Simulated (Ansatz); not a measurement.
`[NH2][Al]([Br])[Br]` → Al• + 2 Br• + 2 H• + N•  (atomization)

Isolated molecules relaxed with PBE0-D4/def2-TZVP in Ansatz; ΔE leaves out vibrations. CCSD(T)/CBS is the MP2 limit (def2-TZVPP, def2-QZVPP) plus CCSD(T) − MP2 in def2-TZVPP, frozen cores. This one scheme is used for every species, atoms too. Functionals use def2-TZVPP. HSE06 is defined as in plane-wave codes. No spin–orbit coupling; open shells (•) take unrestricted orbitals. Spin–orbit coupling would lower the free atoms: a little for Al; clearly for Br. For Br outer-core shells are correlated without core-valence functions, so the limit isn't a true one: a few kJ/mol of doubt a bond, and 10 to 20 or more in all where bonds break to atoms. Scalar relativity is left out up to krypton. Each species was taken in one conformer, which may not be the lowest.

```json
{"level": "revPBE", "ΔE (kcal/mol)": "442.1"}
{"level": "HSE06", "ΔE (kcal/mol)": "454.5"}
{"level": "HF/def2-TZVPP", "ΔE (kcal/mol)": "328.2"}
{"level": "CCSD/CBS(def2)", "ΔE (kcal/mol)": "456.5"}
```

What does CCSD(T)/CBS give? (An estimate is asked.)

Computed: +464.8 kcal/mol. The listed levels differ from it by -22.7, -10.3, -136.6, -8.3 kcal/mol.

Largest T1 diagnostic among the species: 0.018.

Leaving LDA and LC-ωPBE aside and taking each functional with its dispersion term where it has one, the values, not all of them listed here, spread over 19.9 kcal/mol, from BHLYP-D4 to PBE-D4. LDA lies +59.6 kcal/mol from PBE without D4, its usual overbinding. From PBE to PBE0 (25 % exact exchange), in def2-TZVPP and without D4, ΔE moves by −6.5 kcal/mol: exact exchange takes away binding that semilocal exchange gives to molecules. In def2-TZVPP, CCSD(T) changes the Hartree–Fock value by +117.6 kcal/mol (the triples alone add +8.3 kcal/mol) and MP2 by +131.6 kcal/mol; breaking electron pairs costs correlation energy, which Hartree–Fock lacks.

For atomizations the MP2-based limit and the directly extrapolated one differ by several kJ/mol either way, and by 10 to 25 for some Ge, Se and Sn compounds, so smaller differences from it don't rank the levels.
